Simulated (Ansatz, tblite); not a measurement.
Cost and result up the ladder for (F)2Al-O-SiH3 (AlSiOF₂H₃) (8 atoms). The state is a singlet with charge 0. Geometry: PBE0-D4/def2-SVP.

Cartesian coordinates in Å:
```
Al -0.5188 -1.0330 1.4383
F -0.1029 -0.6188 2.9786
F -1.4135 -2.4012 1.2270
O -0.0509 -0.0986 0.1374
Si 0.4152 0.8256 -1.1501
H 1.7055 1.5105 -0.8426
H -0.6305 1.8526 -1.4338
H 0.5960 -0.0370 -2.3549
```

Ansatz on 4 threads of Arm Neoverse N1 on a shared host; xTB runs through tblite on one thread. Times are rough, summed over both states, and most runs start from the orbitals of an earlier one. PBE0-D4/def2-TZVP serves as the yardstick here, not as an exact answer. The other state is a triplet.

The xTB rows come from tblite. HOMO above LUMO, or a gap near zero within one spin, warns that the state may not be the lowest or that an electron is smeared out.

xTB has no spin-polarisation term.

| level | functions | wall time | vertical triplet (eV) | difference from PBE0-D4/def2-TZVP (eV) | remarks |
| --- | --- | --- | --- | --- | --- |
| GFN2-xTB | 33 | 0.017 s | 4.77 | -1.74 | – |
| GFN1-xTB | 36 | 0.018 s | 4.79 | -1.71 | – |
| PBE-D4/def2-TZVP | 185 | 11 s | 5.83 | -0.67 | gap within one spin near zero (triplet) |
| PBE0-D4/def2-TZVP | 185 | 18 s | 6.50 | 0.00 | – |
| r2SCAN-D4/def2-TZVP (with forces) | 185 | 27 s | 6.26 | -0.24 | – |
